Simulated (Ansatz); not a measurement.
`[F][Mo]([F])([Cl])([Cl])([Cl])[Cl]`, relaxed with RKS PBE0-D4/def2-TZVP in Ansatz from a PBE-D4/def2-SVP geometry. The force threshold is 0.005 eV/Å; the program also tests the step.

Charge 0, multiplicity 1. Mo takes the def2 core potential.

Start:

```xyz
7

F     1.230   -1.323    0.584
Mo    0.047   -0.002    0.012
F     1.460    1.208    0.122
Cl    0.677   -0.456   -2.161
Cl   -1.636   -1.560   -0.094
Cl   -0.436    0.446    2.224
Cl   -1.341    1.687   -0.687
```

| step | energy (eV) | largest force (eV/Å) | largest move (Å) |
| --- | --- | --- | --- |
| 1 | -57367.7863 | 0.745 | 0.000 |
| 2 | -57367.8522 | 0.350 | 0.058 |
| 3 | -57367.8655 | 0.081 | 0.021 |
| 4 | -57367.8657 | 0.006 | 0.004 |
| 5 | -57367.8657 | 0.001 | 0.001 |

End:

```xyz
7

F     1.209   -1.306    0.575
Mo    0.037   -0.002    0.010
F     1.435    1.192    0.119
Cl    0.675   -0.449   -2.120
Cl   -1.614   -1.537   -0.094
Cl   -0.418    0.438    2.188
Cl   -1.324    1.662   -0.678
```

Run time 31 s (4 threads of an Intel Xeon 6975P-C on a shared host); peak host memory 1.1 GiB.
